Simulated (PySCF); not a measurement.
C2H7NOSi.
Bonds: C1–C2, C2–O3 (double), C2–N4, N4–Si5. Hydrogens: H6, H7, H8 on C1; H9 on N4; H10, H11, H12 on Si5.

The same species was optimised twice, with GFN2-xTB and with PBE0-D3(BJ)/def2-SVP (PySCF), and the same property calculations (PySCF, gas phase) were run on both structures.

```csv
coordinate,GFN2-xTB,PBE0-D3(BJ)/def2-SVP,change
Si5–H10 (Å),1.456,1.488,+0.032
Si5–H12 (Å),1.456,1.488,+0.032
Si5–H11 (Å),1.467,1.494,+0.027
C2–N4 (Å),1.348,1.368,+0.020
N4–Si5 (Å),1.758,1.772,+0.014
C1–H8 (Å),1.088,1.101,+0.013
C1–H6 (Å),1.089,1.101,+0.012
C1–H7 (Å),1.086,1.096,+0.010
N4–H9 (Å),1.007,1.013,+0.006
C2=O3 (Å),1.216,1.217,+0.001
C1–C2 (Å),1.508,1.508,0.000
H10–Si5–H12 (°),114.4,110.8,-3.6
C2–N4–Si5 (°),113.7,116.9,+3.2
N4–Si5–H11 (°),100.9,103.8,+2.9
N4–Si5–H12 (°),108.6,111.5,+2.9
Si5–N4–H9 (°),126.6,123.8,-2.8
N4–Si5–H10 (°),108.8,111.5,+2.7
H11–Si5–H12 (°),111.6,109.5,-2.1
H10–Si5–H11 (°),111.6,109.5,-2.1
C1–C2–N4–Si5 (°),-179,-179,0
```

Rotational constants: A = 9991, B = 2514, C = 2085 MHz (GFN2-xTB) against A = 9789, B = 2404, C = 2001 MHz (PBE0-D3(BJ)/def2-SVP).

On the GFN2-xTB structure: isotropic polarisability (au) 62.0 [PBE0/def2-SVPD]; HOMO (eV) -7.71 [PBE0/def2-SVPD]; LUMO (eV) 0.18 [PBE0/def2-SVPD]; dipole (D) 3.43 [PBE0/def2-SVPD]; HOMO (eV) -7.63 [PBE0/pcSseg-1]; LUMO (eV) 0.44 [PBE0/pcSseg-1]; dipole (D) 3.43 [PBE0/pcSseg-1]; GIAO shielding of C1 (ppm) 163.1 [PBE0/pcSseg-1]; GIAO shielding of C2 (ppm) 8.4 [PBE0/pcSseg-1]; GIAO shielding of O3 (ppm) -119.6 [PBE0/pcSseg-1]; GIAO shielding of N4 (ppm) 151.7 [PBE0/pcSseg-1]; GIAO shielding of Si5 (ppm) 419.7 [PBE0/pcSseg-1]; C1s of C1 (eV) 291.19 [delta-SCF UKS SCAN, pcX-2 on the ionised atom, pcseg-1 elsewhere, spin-free X2C]; C1s of C2 (eV) 293.76 [delta-SCF UKS SCAN, pcX-2 on the ionised atom, pcseg-1 elsewhere, spin-free X2C]; O1s of O3 (eV) 537.02 [delta-SCF UKS SCAN, pcX-2 on the ionised atom, pcseg-1 elsewhere, spin-free X2C]; N1s of N4 (eV) 405.29 [delta-SCF UKS SCAN, pcX-2 on the ionised atom, pcseg-1 elsewhere, spin-free X2C]; Si1s of Si5 (eV) 1846.94 [delta-SCF UKS SCAN, pcX-2 on the ionised atom, pcseg-1 elsewhere, spin-free X2C]; Si2p of Si5 (eV) 107.35 [delta-SCF UKS SCAN, pcX-2 on the ionised atom, pcseg-1 elsewhere, spin-free X2C].

What do these properties become on the PBE0-D3(BJ)/def2-SVP structure?

| property | level | on GFN2-xTB | on PBE0-D3(BJ)/def2-SVP | change |
| --- | --- | --- | --- | --- |
| isotropic polarisability (au) | PBE0/def2-SVPD | 62.0 | 63.7 | +1.7 |
| HOMO (eV) | PBE0/def2-SVPD | -7.71 | -7.75 | -0.04 |
| LUMO (eV) | PBE0/def2-SVPD | 0.18 | 0.11 | -0.07 |
| dipole (D) | PBE0/def2-SVPD | 3.43 | 3.56 | +0.13 |
| energy, GFN2-xTB geometry as zero (kcal/mol) | PBE0/def2-SVPD | 0.0 | -1.8 | -1.8 |
| HOMO (eV) | PBE0/pcSseg-1 | -7.63 | -7.67 | -0.04 |
| LUMO (eV) | PBE0/pcSseg-1 | 0.44 | 0.27 | -0.17 |
| dipole (D) | PBE0/pcSseg-1 | 3.43 | 3.58 | +0.15 |
| energy, GFN2-xTB geometry as zero (kcal/mol) | PBE0/pcSseg-1 | 0.0 | -1.6 | -1.6 |
| GIAO shielding of C1 (ppm) | PBE0/pcSseg-1 | 163.1 | 160.9 | -2.2 |
| GIAO shielding of C2 (ppm) | PBE0/pcSseg-1 | 8.4 | 7.3 | -1.1 |
| GIAO shielding of O3 (ppm) | PBE0/pcSseg-1 | -119.6 | -134.1 | -14.5 |
| GIAO shielding of N4 (ppm) | PBE0/pcSseg-1 | 151.7 | 152.3 | +0.6 |
| GIAO shielding of Si5 (ppm) | PBE0/pcSseg-1 | 419.7 | 415.2 | -4.5 |
| C1s of C1 (eV) | delta-SCF UKS SCAN, pcX-2 on the ionised atom, pcseg-1 elsewhere, spin-free X2C | 291.19 | 291.27 | +0.08 |
| C1s of C2 (eV) | delta-SCF UKS SCAN, pcX-2 on the ionised atom, pcseg-1 elsewhere, spin-free X2C | 293.76 | 293.86 | +0.10 |
| O1s of O3 (eV) | delta-SCF UKS SCAN, pcX-2 on the ionised atom, pcseg-1 elsewhere, spin-free X2C | 537.02 | 537.08 | +0.06 |
| N1s of N4 (eV) | delta-SCF UKS SCAN, pcX-2 on the ionised atom, pcseg-1 elsewhere, spin-free X2C | 405.29 | 405.38 | +0.09 |
| Si1s of Si5 (eV) | delta-SCF UKS SCAN, pcX-2 on the ionised atom, pcseg-1 elsewhere, spin-free X2C | 1846.94 | 1847.15 | +0.21 |
| Si2p of Si5 (eV) | delta-SCF UKS SCAN, pcX-2 on the ionised atom, pcseg-1 elsewhere, spin-free X2C | 107.35 | 107.53 | +0.18 |

The heavy atoms differ by 0.044 Å rms after alignment. Among all bonds Si5–H10 and Si5–H12 change most and about equally (+0.032 Å). Changes are differences of the printed values. Neither structure is proved a minimum here.

The values belong to the conformer `[CH3:1][C:2](=[O:3])[NH:4][SiH3:5]`: C1–C2–N4–Si5 -179°.
